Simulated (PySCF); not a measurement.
**Spinor energies of Tl³⁺ (thallium, charge +3)**

Start: [Xe] 4f14 5d10. Calculated with PySCF 2.14 in x2c-QZVPPall-2c (16s16p12d7f1g, 182 functions): generalised Hartree-Fock with the X2C-1e Hamiltonian and a Gaussian nucleus; one run each with spin-orbit coupling (SO) switched off, then screened by Boettger's factors.

```
spinor shell  electrons  ε, spin-free (eV)  ε, screened SO (eV)  weight of nominal j (screened SO)  rms radius, screened SO (bohr)
       1s1/2          2           -86046.2             -86010.5                              1.000                          0.0184
       2s1/2          2           -15501.6             -15490.4                              1.000                          0.0743
       2p1/2          2           -13353.6             -14847.0                              1.000                          0.0628
       2p3/2          4           -13353.6             -12775.5                              1.000                          0.0710
       3s1/2          2            -3793.8              -3790.3                              1.000                           0.189
       3p1/2          2            -3165.9              -3501.1                              1.000                           0.181
       3p3/2          4            -3165.9              -3033.7                              1.000                           0.197
       3d3/2          4            -2503.7              -2562.0                              1.000                           0.173
       3d5/2          6            -2503.7              -2462.4                              1.000                           0.178
       4s1/2          2            -907.85              -906.82                              1.000                           0.416
       4p1/2          2            -698.55              -781.11                              1.000                           0.420
       4p3/2          4            -698.55              -665.87                              1.000                           0.454
       4d3/2          4            -447.53              -460.45                              1.000                           0.465
       4d5/2          6            -447.53              -438.32                              1.000                           0.476
       5s1/2          2            -181.71              -181.55                              1.000                           0.944
       4f5/2          6            -168.08              -170.46                              1.000                           0.506
       4f7/2          8            -168.08              -165.62                              1.000                           0.512
       5p1/2          2            -122.42              -137.53                              1.000                            1.01
       5p3/2          4            -122.42              -116.54                              1.000                            1.10
       5d3/2          4            -51.632              -53.146                              1.000                            1.40
```

Where does 5d5/2 lie, and what is the 5d spin-orbit splitting (screened SO)?

At -50.603 eV, 2.542 eV above 5d3/2.

| quantity | spin-free | screened SO |
| --- | --- | --- |
| E (hartree) | -20228.61713 | -20263.64824 |
| M_J | 0 | 0 |
| ⟨J²⟩ | 0.000 | 0.000 |
| ⟨L²⟩ | 0.000 | 0.193 |
| ⟨S²⟩ | 0.000 | 0.193 |

Breit and QED terms are absent; they matter most for the inner s and p1/2 levels.

Densities and radii are taken from the X2C orbitals without a picture-change correction, which distorts them close to the nucleus.

Without spin-orbit coupling the j labels of p, d and f shells carry no meaning; the spin-free column gives the mean over the occupied spinors of each nl shell.
